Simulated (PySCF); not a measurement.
Gas-phase reaction: Si₂O(OH)₆ + 2 SiHF₃ + O + 2 F → 4 SiF₂(OH)₂

Energies from PySCF (xtb for GFN2), thermal terms from the rigid-rotor harmonic-oscillator model, ideal gas at 1 bar. † marks an energy on the PBE0/def2-TZVP geometry and frequencies; other levels use their own. CCSD(T) freezes the core. 6-31G* has spherical d functions here. Open shells (unrestricted): O (multiplicity 3, electronic degeneracy 9), F (multiplicity 2, electronic degeneracy 6); the rest are closed-shell singlets. GFN2 has no spin-polarisation term. Spin-orbit splitting is ignored; it lowers the true energy and changes the entropy of O, F. B3LYP is the form with VWN-RPA correlation. No R ln 2 is added for the mirror-image form of Si₂O(OH)₆, SiF₂(OH)₂. Si₂O(OH)₆, SiF₂(OH)₂: computed as isolated molecules; such fragments, hydroxides, amides, oligomers or adducts are transient or little studied in the gas. CCSD(T) isn't extrapolated to the basis-set limit. The harmonic model lacks anharmonicity and excited electronic states, which grow with temperature; levels with a mode under 35 cm⁻¹ are left out. Internal rotation in Si₂O(OH)₆, SiF₂(OH)₂ is treated as a harmonic vibration of one conformer, which makes the entropy rough.

ΔH° and ΔS° at 298 K: B3LYP/6-31G* -1367 kJ, -174 J/K; CCSD(T)/def2-SVP† -1294 kJ, -190 J/K; GFN2-xTB -1611 kJ, -184 J/K; M06-2X/def2-TZVP† -1461 kJ, -190 J/K.

**Question.** With the heat capacities included, give log10 K (1 bar) at 1200, 1400, 1600, 2000, 2500 K from B3LYP/6-31G*, CCSD(T)/def2-SVP†, GFN2-xTB, M06-2X/def2-TZVP†.

**Answer.** 
| T (K) | B3LYP/6-31G* | CCSD(T)/def2-SVP† | GFN2-xTB | M06-2X/def2-TZVP† |
|---|---|---|---|---|
| 1200 | 50.3 | 46.2 | 60.1 | 53.5 |
| 1400 | 41.7 | 38.1 | 50.1 | 44.3 |
| 1600 | 35.3 | 32.0 | 42.5 | 37.5 |
| 2000 | 26.3 | 23.5 | 31.9 | 27.9 |
| 2500 | 19.1 | 16.7 | 23.4 | 20.1 |
